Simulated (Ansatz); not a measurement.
Total energies of Cl₃F₃Mo (`[F][Mo]([F])([F])([Cl])([Cl])[Cl]`).

Cartesian coordinates in Å:
```
F 0.742 -1.649 0.471
Mo -0.020 -0.047 -0.005
F -0.542 -0.863 -1.567
F -1.580 -0.673 0.737
Cl 0.573 0.821 1.987
Cl 1.911 0.576 -0.983
Cl -1.083 1.835 -0.640
```

Total charge 0; spin multiplicity 1. Correlated methods include outer-core shells of Mo, which these sets cover unevenly. Mo: def2 effective core potential. All single points use the PBE0-D4/def2-TZVP geometry. Basis def2-TZVPP, Ansatz.

RPA on PBE orbitals: Hartree–Fock energy of these orbitals -1744.44542 Eh, correlation -2.90281 Eh (frozen core).

```csv
functional,energy without D4 (Eh),D4 term (kJ/mol)
revPBE,-1748.45191,-75.6
BLYP,-1748.71356,-63.9
B97M-V,-1748.28660,–
r2SCANh,-1748.52288,-7.4
r2SCAN0,-1748.43120,-8.3
BHLYP,-1748.43778,-42.1
CAM-B3LYP,-1748.63394,-26.4
LC-ωPBE,-1748.16236,–
ωB97X-V,-1748.34682,–
PBE-QIDH,-1747.60764,–
```

(1) Give the same for LDA (SPW92), PBE, r2SCAN, PBE0, B3LYP, HSE06 (plane-wave form), ωB97M-V, B2PLYP. (An estimate is asked.)

B3LYP takes the VWN-RPA correlation (the form of Gaussian; ORCA's B3LYP/G). HSE06 is the plane-wave form, built on full-range PBE exchange. The double hybrids freeze the cores in their second-order part.

Answers

(1) Ansatz gave: 
```csv
functional,energy without D4 (Eh),D4 term (kJ/mol)
LDA (SPW92),-1742.32078,–
PBE,-1747.95186,-29.7
r2SCAN,-1748.58633,-6.8
PBE0,-1747.96432,-25.4
B3LYP,-1748.78394,-48.8
HSE06 (plane-wave form),-1747.92990,-24.0
ωB97M-V,-1748.47127,–
B2PLYP,-1748.09764,–
```

LC-ωPBE has ω = 0.4 bohr⁻¹.
